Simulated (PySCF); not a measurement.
PySCF 2.14 output of an unrestricted PBE calculation on a single atom or ion in cc-pVDZ-X2C, with scalar relativity by spin-free X2C-1e:

```
SCF conv_tol = 1e-09
number electrons alpha = 35  beta = 29
    J. P. Perdew, K. Burke, and M. Ernzerhof.,  Phys. Rev. Lett. 77, 3865 (1996)
    J. P. Perdew, K. Burke, and M. Ernzerhof.,  Phys. Rev. Lett. 78, 1396 (1997)
    J. P. Perdew, K. Burke, and M. Ernzerhof.,  Phys. Rev. Lett. 77, 3865 (1996)
    J. P. Perdew, K. Burke, and M. Ernzerhof.,  Phys. Rev. Lett. 78, 1396 (1997)
cycle= 1 E= -11270.4691178594  delta_E= 0.00259  |g|= 0.496  |ddm|= 0.878
cycle= 2 E= -11270.3457568452  delta_E= 0.123  |g|= 1.01  |ddm|= 0.78
cycle= 3 E= -11270.50557402  delta_E= -0.16  |g|= 0.00844  |ddm|= 0.556
cycle= 4 E= -11270.5055877268  delta_E= -1.37e-05  |g|= 0.00242  |ddm|= 0.00999
cycle= 5 E= -11270.5055891674  delta_E= -1.44e-06  |g|= 0.000235  |ddm|= 0.00292
cycle= 6 E= -11270.505589187  delta_E= -1.96e-08  |g|= 5.8e-05  |ddm|= 0.000769
cycle= 7 E= -11270.5055891887  delta_E= -1.71e-09  |g|= 1.04e-05  |ddm|= 0.000131
cycle= 8 E= -11270.5055891893  delta_E= -5.17e-10  |g|= 4.44e-06  |ddm|= 8.65e-05
converged SCF energy = -11270.5055891893  <S^2> = 12.009429  2S+1 = 7.0026935
```

The run itself started from symmetry-adapted Hartree-Fock orbitals and held the occupation by maximum overlap, on a logarithmic radial grid, so the iterations belong to that start.

Problem. Which element, charge and spin multiplicity is this?

Solution. Gd (gadolinium, neutral), multiplicity 7; the state was [Xe] 4f8 6s2, high-spin 7F determinant (an excited configuration).

Spin-orbit coupling, absent here, splits the open shell strongly. At PBE the highest occupied level has a positive energy, so only the finite basis holds that electron; for this excited configuration the basis is too tight for the outer shell.
